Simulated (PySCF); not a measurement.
CH3NO2Si, SMILES N#CO[SiH2]O.

Geometry: r2SCAN-D4/def2-SVP. This is a generated structure with no PubChem entry under its InChIKey; it may be hypothetical. The values are those of a single conformer.

Computed with PBE/def2-TZVP run with PySCF.

Isolated molecule, no solvent.

```json
{
  "total_energy": "-534.35106 hartree",
  "highest_occupied_level": "-7.28 eV",
  "lowest_empty_level": "-1.24 eV",
  "orbital_gap": "6.03 eV",
  "dipole_moment": "0.837 e·Å",
  "quadrupole, principal values (traceless, Buckingham form, about the centre of nuclear charge)": "-13.17, 3.54, 9.64 D·Å",
  "mean_static_polarisability": "47.3 bohr³ (7.01 Å³)",
  "polarisability_principal_values": "38.6, 40.6, 62.6 bohr³"
}
```
